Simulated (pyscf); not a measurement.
Optimised with ωB97X-D3(BJ)/def2-SVP in PySCF.

SMILES: N1BNB[N](B1)[GeH3]
```xyz
15

Ge    -0.5140    -0.4916    -3.2620
N     -0.4651    -0.2252    -1.4238
B     -0.6493     1.1117    -0.9259
N     -0.6143     1.3391     0.4848
B     -0.4019     0.2813     1.4258
N     -0.2223    -1.0353     0.8969
B     -0.2493    -1.3116    -0.5075
H     -0.2922    -1.9852    -3.5266
H      0.5937     0.3457    -3.9196
H     -1.8825    -0.0437    -3.7975
H     -0.8322     2.0366    -1.6914
H     -0.7447     2.2821     0.8287
H     -0.3755     0.4930     2.6173
H     -0.0702    -1.8036     1.5383
H     -0.0920    -2.4453    -0.9071
```
Charge 0, spin multiplicity 1.

**Question.** How much does it cost (ΔH, 298 K, ωB97M-D3(BJ)/def2-TZVP) to split H₈B₃GeN₃ (SMILES [GeH3][N]1BNBNB1) at its Ge–N bond into GeH₃• + cyclic H₅B₃N₃ (SMILES B1[N]BNBN1) [doublet]?

**Answer.** Ge–N to GeH₃• + cyclic H₅B₃N₃ (SMILES B1[N]BNBN1) [doublet]: 95.8 kcal/mol. The 7 functionals that were run give +88.8 (r²SCAN) to +100.4 kcal/mol (ωB97X-D3(BJ)/def2-TZVP). The radicals are drawn with the spin at the cut bond; how far it spreads was not checked. Other isomers of cyclic H₅B₃N₃ (SMILES B1[N]BNBN1) [doublet] were not searched in full and may lie lower. Elements up to Kr have no core potential and no relativistic terms here.
